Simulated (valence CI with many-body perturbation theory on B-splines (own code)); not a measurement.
The numbers below are computed, except where a source is named.
# Energy levels of Sn¹⁰⁺

Level of theory: relativistic CI+MBPT: four valence electrons over a frozen Dirac-Fock core [Kr], radial functions for each j: 9 s, 9 p, 10 d, 8 f, 5 g, 3 h, 1 i, with the one-electron correlation potential Σ1, the two-electron term Σ2, the three-electron term Σ3, Breit, model QED; selected CI, second order for the rest, scaled by the run's own slope (own B-spline code, finite nucleus).

No measured levels were compared; by estimate terms of the open shell hold to 2 to 4 % of their energy, and close levels can change places. Core correlation moves these levels by up to 5800 cm⁻¹, and in measured spectra 5 to 20 % of such shifts remained as error; rates that hang on mixing are uncertain with them. The list stops below the first excitations out of the core. Only levels of the ground parity were solved; by the run's estimate the other parity begins above the list, which can be wrong where configurations are misplaced.

Levels 1 to 34 of 34, with energies above the lowest level, 4d⁴ ⁵D_0. "Leading %" is the weight of the configuration and term that name the level; weights of strongly mixed levels are sums over their largest components and can fall short. In the jj column 3d3/2^4 stands for four electrons in 3d with j = 3/2.

| No. | Configuration | Term | J | E (cm⁻¹) | Leading % | Leading jj | g |
| --- | --- | --- | --- | --- | --- | --- | --- |
| 1 | 4d⁴ | ⁵D | 0 | 0.0 | 83 | 4d3/2^4 (56 %) |  |
| 2 | 4d⁴ | ⁵D | 1 | 3025 | 92 | 4d3/2^3 4d5/2 (74 %) | 1.499 |
| 3 | 4d⁴ | ⁵D | 2 | 6557 | 96 | 4d3/2^2 4d5/2^2 (64 %) | 1.490 |
| 4 | 4d⁴ | ⁵D | 3 | 10003 | 94 | 4d3/2^2 4d5/2^2 (52 %) | 1.483 |
| 5 | 4d⁴ | ⁵D | 4 | 13214 | 88 | 4d3/2^2 4d5/2^2 (41 %) | 1.468 |
| 6 | 4d⁴ | ³P | 0 | 26928 | 71 | 4d3/2^2 4d5/2^2 (50 %) |  |
| 7 | 4d⁴ | ³H | 4 | 28375 | 64 | 4d3/2^3 4d5/2 (63 %) | 0.909 |
| 8 | 4d⁴ | ³H | 5 | 33698 | 81 | 4d3/2^2 4d5/2^2 (96 %) | 1.064 |
| 9 | 4d⁴ | ³G | 3 | 34141 | 63 | 4d3/2^2 4d5/2^2 (53 %) | 0.881 |
| 10 | 4d⁴ | ³P | 1 | 35388 | 86 | 4d3/2^2 4d5/2^2 (55 %) | 1.425 |
| 11 | 4d⁴ | ³F | 2 | 36167 | 83 | 4d3/2^2 4d5/2^2 (52 %) | 0.738 |
| 12 | 4d⁴ | ³H | 6 | 36577 | 83 | 4d3/2^2 4d5/2^2 (79 %) | 1.139 |
| 13 | 4d⁴ | ³G | 4 | 39551 | 34 | 4d3/2^2 4d5/2^2 (46 %) | 1.074 |
| 14 | 4d⁴ | ³G | 4 | 43011 | 39 | 4d3/2^2 4d5/2^2 (76 %) | 1.103 |
| 15 | 4d⁴ | ³P | 2 | 43196 | 58 | 4d3/2^2 4d5/2^2 (68 %) | 1.341 |
| 16 | 4d⁴ | ³F | 3 | 44513 | 66 | 4d3/2 4d5/2^3 (63 %) | 0.997 |
| 17 | 4d⁴ | ³G | 5 | 47753 | 81 | 4d3/2 4d5/2^3 (96 %) | 1.168 |
| 18 | 4d⁴ | ³D | 3 | 48070 | 83 | 4d3/2^2 4d5/2^2 (41 %) | 1.278 |
| 19 | 4d⁴ | ³D | 2 | 51604 | 36 | 4d3/2 4d5/2^3 (53 %) | 1.206 |
| 20 | 4d⁴ | ¹I | 6 | 51725 | 83 | 4d3/2 4d5/2^3 (79 %) | 1.026 |
| 21 | 4d⁴ | ³D | 1 | 52735 | 91 | 4d3/2 4d5/2^3 (69 %) | 0.583 |
| 22 | 4d⁴ | ¹G | 4 | 58884 | 60 | 4d5/2^4 (49 %) | 1.050 |
| 23 | 4d⁴ | ¹S | 0 | 61668 | 82 | 4d3/2 4d5/2^3 (74 %) |  |
| 24 | 4d⁴ | ¹D | 2 | 63857 | 52 | 4d3/2^2 4d5/2^2 (57 %) | 1.075 |
| 25 | 4d⁴ | ¹F | 3 | 67152 | 75 | 4d3/2 4d5/2^3 (69 %) | 1.034 |
| 26 | 4d⁴ | ³P | 2 | 75248 | 80 | 4d3/2^2 4d5/2^2 (53 %) | 1.377 |
| 27 | 4d⁴ | ³F | 4 | 77942 | 85 | 4d3/2^2 4d5/2^2 (67 %) | 1.215 |
| 28 | 4d⁴ | ³F | 2 | 79623 | 79 | 4d3/2^2 4d5/2^2 (40 %) | 0.768 |
| 29 | 4d⁴ | ³F | 3 | 81038 | 84 | 4d3/2 4d5/2^3 (92 %) | 1.073 |
| 30 | 4d⁴ | ³P | 1 | 82501 | 98 | 4d3/2 4d5/2^3 (89 %) | 1.492 |
| 31 | 4d⁴ | ³P | 0 | 86245 | 92 | 4d5/2^4 (55 %) |  |
| 32 | 4d⁴ | ¹G | 4 | 88421 | 87 | 4d3/2 4d5/2^3 (78 %) | 1.026 |
| 33 | 4d⁴ | ¹D | 2 | 111410 | 96 | 4d3/2^2 4d5/2^2 (49 %) | 0.999 |
| 34 | 4d⁴ | ¹S | 0 | 143890 | 96 | 4d3/2^2 4d5/2^2 (56 %) |  |

Names give the largest LS component (configuration and term), which can be under half, so a name can repeat, a term be missing and a line seem to break the LS rules; names also repeat where a configuration has a term twice.

The ionisation energy to 4d³ ⁴F3/2 of the next ion comes out as 208.39 eV (NIST: 208 ± 2.4 eV (theoretical)). All 34 levels together are meant to be complete up to 414000 cm⁻¹.
